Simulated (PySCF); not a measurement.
**Assignment exercise: C₅H₇ClF₂**

Geometry (Å), atoms numbered from 1 in this order:
```xyz
15

C    -1.971    0.863   -0.094
C    -1.405   -0.411    0.435
C    -0.215   -0.939    0.193
C     0.859   -0.363   -0.683
C     2.076    0.017    0.142
F     2.636   -1.056    0.731
F     3.046    0.549   -0.630
Cl    1.674    1.200    1.419
H    -1.252    1.436   -0.671
H    -2.833    0.647   -0.724
H    -2.316    1.477    0.737
H    -2.077   -0.954    1.087
H     0.057   -1.872    0.665
H     0.526    0.525   -1.219
H     1.190   -1.111   -1.410
```

One conformer, rapidly exchanging positions averaged, isolated molecule, relativity neglected. Shieldings: GIAO PBE0/pcSseg-1; structure optimised with GFN2-xTB; PySCF 2.14.

Referencing at the same level of theory: ¹³C and ¹H against TMS.

(1) Assign these signals to the numbered atoms. ¹³C{¹H} NMR (computed): δ 143.6, 141.1, 127.3, 43.5, 16.3.

(2) Assign these signals to the numbered atoms. ¹H NMR (600 MHz, computed): δ 6.19 (m, 1H), 5.74 (m, 1H), 3.00 (m, 2H), 1.89 (d, 3H).

Results:

(1) 
143.6 → C5, fully substituted sp3 carbon bonded to Cl and 2 F: 3 electronegative neighbours deshield it
141.1 → C2, alkene CH: as expected for a trigonal carbon in a double bond
127.3 → C3, alkene CH
43.5 → C4, allylic sp3 CH2: saturated and bonded to C and H only
16.3 → C1, allylic methyl carbon: aliphatic region, no heteroatom directly attached

(2) 
6.19 → H12, hydrogen on an alkene CH: attached to an sp2 carbon and in the plane of the double bond
5.74 → H13, hydrogen on an alkene CH
3.00 → H14/H15, hydrogen on an allylic sp3 CH2: allylic position
1.89 → H9/H10/H11, hydrogen on an allylic methyl carbon: allylic position

Carbons that carry Cl, above all several Cl atoms, come out too deshielded, partly because spin–orbit coupling is missing. Splittings by ¹⁹F in the carbon and heteronuclear signals aren't shown, as no couplings were computed. Shifts are as computed. Against solution values, carbons near 30 ppm lie about +3 ppm off and those near 130 ppm about +5 ppm; carbons on Cl a further +6 ppm. Of 1211 compounds with measured shifts, 218 miss one by over three times the rms of a fit or turn the order of signals round; such compounds aren't used in these exercises. No couplings were computed; multiplicities are counted from neighbouring protons, with m where these are inequivalent, close in shift, in a saturated or five-membered ring or joined by F or P, and br s for small geminal =CH2 splittings.
